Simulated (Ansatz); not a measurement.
H₅Mo, SMILES [MoH5+] (connectivity only; charge and spin as stated), charge +1, multiplicity 1. Atoms are numbered in the order given.

```xyz
6

Mo     0.0000     0.0000     0.1956
H     -0.9814    -0.9814    -0.7130
H      0.9814     0.9814    -0.7130
H      0.0000     0.0000     1.8574
H     -0.9814     0.9814    -0.7130
H      0.9814    -0.9814    -0.7130
```
Charge +1, spin multiplicity 1.

Coordinates come from a B3LYP-D3(BJ)/def2-TZVPD optimisation. The spin state was assumed, not searched. The def2 effective core potentials stand for the cores of Mo; spin–orbit coupling is left out.

Two levels are set side by side: PBE-D3(BJ)/def2-TZVPD (Ansatz, a first-principles code) and B3LYP-D3(BJ)/def2-TZVPD (Ansatz). Each level has its own optimised geometry; the coordinates shown are those of the second. Differences are taken from unrounded values.

```tsv
quantity	B3LYP-D3(BJ)
mean bond length (Å)	1.659
bond Mo1–H2 (Å)	1.659
bond Mo1–H3 (Å)	1.659
bond Mo1–H4 (Å)	1.662
bond Mo1–H5 (Å)	1.659
bond Mo1–H6 (Å)	1.659
```

Task: What does PBE-D3(BJ) give, and how far is it from B3LYP-D3(BJ)? (An estimate is asked for; the answer gives what the named calculation found.)

Result: 
```tsv
quantity	PBE-D3(BJ)	PBE-D3(BJ) minus B3LYP-D3(BJ)
mean bond length (Å)	1.667	0.008
bond Mo1–H2 (Å)	1.667	0.008
bond Mo1–H3 (Å)	1.667	0.008
bond Mo1–H4 (Å)	1.668	0.006
bond Mo1–H5 (Å)	1.667	0.008
bond Mo1–H6 (Å)	1.667	0.008
```

GGA bonds tend to be longer and softer than those of functionals with exact exchange. Differences between two approximate levels are no errors against the true value.
